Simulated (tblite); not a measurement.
Species: C6H5FNP.
Z-matrix (Å and degrees, GFN2-xTB geometry), rows numbered from 1:
```
F 
C   1  1.3409
P   2  1.6741  1  120.62
C   3  1.8317  2   97.46  1   179.09
C   4  1.3923  3  119.07  2  -135.22
C   5  1.3856  4  118.61  3  -179.30
N   6  1.3212  5  123.36  4     0.42
C   7  1.3215  6  118.08  5     0.48
C   8  1.3854  7  123.53  6    -0.22
H   2  1.0835  1  111.57  3   178.08
H   5  1.0799  4  120.53  3     1.11
H   6  1.0820  5  121.04  4  -179.79
H   8  1.0823  7  115.58  6   179.46
H   9  1.0800  4  120.97  3     0.33
```

Computed values, GFN2-xTB/tblite, gas phase, harmonic and unscaled. Against measured fundamentals such values can be off by several per cent, at times by over 20. One conformer, not necessarily the lowest.

Harmonic wavenumbers (cm⁻¹): 53.8, 101.6, 154.8, 240.1, 293.8, 310.9, 325.9, 432.8, 485.7, 625.4, 664.6, 693.2, 704.1, 779.9, 881.9, 912.3, 922.6, 955.5, 996.2, 1097.7, 1114.4, 1122.5, 1157.6, 1206.0, 1257.6, 1275.1, 1297.7, 1364.9, 1442.2, 1545.8, 1564.3, 3017.1, 3056.4, 3060.5, 3077.2, 3080.3.

A = 3944, B = 750.8, C = 663.0 MHz; mass 141.014 u (most abundant isotopes); point group C1, symmetry number 1.

Problem. Zero-point energy?

Solution. ½Σν̃ = 20636 cm⁻¹ = 246.86 kJ/mol.

Problem. Entropy at 298.15 K, 1 bar (ideal gas, RRHO, classical rotation)?

Solution. Translation 170.58, rotation 123.36, vibration 86.92: S = 380.9 J/(mol K).

Problem. And Cp and H(298.15 K) − H(0)?

Solution. Cp = 132.91 J/(mol K), of which vibrations give 99.65 (their classical limit is 36 R = 299.3); H(298.15 K) − H(0) = 24.16 kJ/mol without the zero-point energy, 14.24 from vibrations.

Problem. What must be added to the electronic energy to get the Gibbs energy at 298.15 K and 1 bar?

Solution. ZPE + [H(298.15 K) − H(0)] − T·S = 246.86 + 24.16 − 113.55 = 157.47 kJ/mol.

Problem. How do the functions run with temperature in this model?

Solution. 
| T (K) | S (J/(mol K)) | Cp (J/(mol K)) | H − H(0) (kJ/mol) | G − H(0) (kJ/mol) | ln q(vib) |
| --- | --- | --- | --- | --- | --- |
| 150 | 309.6 | 81.1 | 8.35 | -38.09 | 1.94 |
| 250 | 359.0 | 115.8 | 18.17 | -71.58 | 3.79 |
| 400 | 424.7 | 166.7 | 39.45 | -130.45 | 6.70 |
| 600 | 502.3 | 215.4 | 78.04 | -223.35 | 10.62 |
| 900 | 598.5 | 257.3 | 149.61 | -389.01 | 16.21 |

q(vib) and H(0) count from the zero-point level.

Hindered rotation and anharmonicity are outside this model. Other conformers, if any are populated, would add a mixing term that is left out. The structure is chiral; the term R ln 2 for an equal mix with its mirror image is left out.
